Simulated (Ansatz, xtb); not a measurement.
**Ranking isomers of C3H7BrGe**

3 gas-phase structures of C3H7BrGe, from a drawn sample of its isomers (lower ones may exist). Each was relaxed with GFN2-xTB:

A. `[GeH3][C@@H]1C[C@H]1Br`, a singlet
B. `[GeH3][C]1(Br)CC1`, a singlet
C. `[GeH3][C@@H]1C[C@@H]1Br`, a singlet

Make a reasoned guess at their ranking by r2SCAN-D4/def2-SVP//GFN2-xTB single-point energy.

Calculated order at r2SCAN-D4/def2-SVP//GFN2-xTB: B (0.0), A (0.9), C (4.1) kJ/mol. Less than 1 kcal/mol parts B and A; A and C, so the order within those pairs means little.

Energies above the lowest of each column, in kJ/mol; the last columns are at r2SCAN-D4/def2-SVP geometries:

```csv
structure,GFN2-xTB,HF/STO-3G,r2SCAN-D4/def2-SVP//GFN2-xTB,r2SCAN-D4/def2-SVP,CCSD(T)/def2-SVP + ΔMP2/def2-TZVPP
B,5.0,7.4,0.0,0.0,0.0
A,7.4,0.0,0.9,1.3,1.9
C,0.0,6.2,4.1,0.4,2.2
```

CCSD(T)/def2-SVP + ΔMP2/def2-TZVPP has A and B and C within 1 kcal/mol of each other at the bottom, and every level picks one of them. ΔMP2 is the change of the MP2 energy from the smaller to the larger basis.

Programs: Ansatz 0.2.0, xtb 6.7.1.
